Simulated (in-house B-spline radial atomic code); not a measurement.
Radial electron density of Ga VIII (Ga7+), [Ar] 3d6. Computed with an all-electron radial atomic-structure program (B-spline basis): non-relativistic BLYP, spin-polarised, spherical fractional occupations, point nucleus.

Columns: r (bohr), 4πr²n(r) (electrons per bohr), bar.

```
 0.00218    1.065 #
  0.0026    1.476 ##
 0.00309    2.023 ##
 0.00368    2.766 ###
 0.00437    3.737 ####
  0.0052    5.027 #####
 0.00619    6.699 #######
 0.00737    8.827 #########
 0.00877    11.46 ############
  0.0104    14.58 ###############
  0.0124    18.32 ###################
  0.0148    22.51 #######################
  0.0176    26.81 ###########################
  0.0209    30.93 ################################
  0.0249    34.48 ###################################
  0.0297    36.87 ######################################
  0.0353    37.64 ######################################
   0.042    36.73 #####################################
    0.05    34.51 ###################################
  0.0595    31.99 #################################
  0.0708    30.54 ###############################
  0.0842    31.36 ################################
     0.1     34.7 ###################################
   0.119    39.46 ########################################
   0.142    43.17 ############################################
   0.169    43.05 ############################################
   0.201    38.17 #######################################
   0.239     30.3 ###############################
   0.285    23.06 ########################
   0.339    20.04 ####################
   0.403    21.36 ######################
    0.48    24.04 #########################
   0.571     24.2 #########################
   0.679    20.38 #####################
   0.809    13.95 ##############
   0.962    7.747 ########
    1.15    3.336 ###
    1.36    1.197 #
    1.62   0.3164 
    1.93  0.06201 
     2.3 0.008417
```

On this grid the curve has 3 maxima, near 0.0353, 0.142, 0.571 bohr.

The 3p up radial function P(r) = rR(r), positive near the nucleus:

```csv
r (bohr),P
0.00218,0.001603
0.00309,0.003175
0.00437,0.006225
0.00619,0.01214
0.00877,0.02342
0.0124,0.04426
0.0176,0.08227
0.0249,0.1471
0.0353,0.2516
0.05,0.4016
0.0708,0.5804
0.1,0.7199
0.142,0.6874
0.201,0.3298
0.285,-0.3634
0.403,-1.083
0.571,-1.359
0.809,-1.029
1.15,-0.4642
1.62,-0.1158
2.3,-0.01203
```
